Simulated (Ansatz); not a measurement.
Cost and result for the atomization energy of C$_{3}$H$_{5}$BCl$_{2}$ (`B[C@]1(Cl)C[C@H]1Cl`) (11 atoms, 11 bonds).

```xyz
11

B     0.561    0.196    1.549
C    -0.400    0.196    0.362
Cl   -1.981    0.926    0.577
C    -0.323   -0.935   -0.659
C     0.276    0.358   -1.014
Cl   -0.447    1.370   -2.223
H     1.635   -0.306    1.384
H     0.271    0.684    2.597
H    -1.268   -1.176   -1.128
H     0.324   -1.776   -0.443
H     1.352    0.464   -1.002
```

Charge 0, multiplicity 1. The structure was optimised at the PBE0-D4/def2-TZVP level. Program: Ansatz. All runs use 4 threads of a server CPU on a shared host. Times are those of one run each, without the atoms' runs, and a repeat can differ threefold. Electronic energies, without spin–orbit coupling; frozen cores. CCSD(T)/CBS adds CCSD(T) − MP2 in def2-TZVPP to the MP2 limit, and its time is that of the two runs behind it. T1 = 0.010. B3LYP takes the VWN-RPA correlation (the form of Gaussian; ORCA's B3LYP/G). HSE06 is the plane-wave form, built on full-range PBE exchange.

CCSD(T)/CBS is a level of theory with its own doubt, some kJ/mol a heavy atom from the limit and from the frozen cores, so smaller differences don't rank the functionals.

| level | functions | wall time | atomization (kJ/mol) | difference from CCSD(T)/CBS | per bond |
| --- | --- | --- | --- | --- | --- |
| LDA (SPW92)/def2-TZVPP | 278 | 2.5 s | 4783.7 | 683.0 | 62.1 |
| PBE-D4/def2-TZVPP (with forces) | 278 | 4 s | 4253.6 | 152.9 | 13.9 |
| BHLYP-D4/def2-TZVPP | 278 | 6 s | 3992.2 | -108.5 | -9.9 |
| CAM-B3LYP-D4/def2-TZVPP | 278 | 6.5 s | 4121.6 | 20.9 | 1.9 |
| HSE06-D4/def2-TZVPP | 278 | 6.5 s | 4188.3 | 87.6 | 8.0 |
| r2SCANh-D4/def2-TZVPP | 278 | 8.1 s | 4132.3 | 31.6 | 2.9 |
| B3LYP-D4/def2-TZVPP (with forces) | 278 | 9.5 s | 4105.4 | 4.7 | 0.4 |
| CCSD(T)/def2-SVP | 117 | 9.5 s | 3919.3 | -181.4 | -16.5 |
| PBE-QIDH/def2-TZVPP | 278 | 10 s | 4144.0 | 43.3 | 3.9 |
| B97M-V/def2-TZVPP | 278 | 12 s | 4148.4 | 47.7 | 4.3 |
| MP2/def2-QZVPP | 518 | 29 s | 4174.0 | 73.3 | 6.7 |
| CCSD(T)/def2-TZVPP | 278 | 3.7 min | 3997.8 | -102.9 | -9.4 |
| CCSD(T)/CBS(def2) | – | 4.2 min | 4100.7 | 0.0 | 0.0 |

At CCSD(T), def2-SVP lies −181.4 kJ/mol from the extrapolated value and def2-TZVPP −102.9 kJ/mol: correlation converges slowly with the basis, and small sets miss more of it in the bonded molecule than in its fragments. From PBE to PBE0 (25 % exact exchange), in def2-TZVPP and without D4, the atomization energy moves by −63.5 kJ/mol: exact exchange takes away binding that semilocal exchange gives to molecules. The D4 term adds +48.1 kJ/mol with B3LYP and +25.1 kJ/mol with PBE0; it sums over pairs of atoms, weighted by their polarisabilities, and B3LYP, whose exchange is more repulsive, gets the larger term.
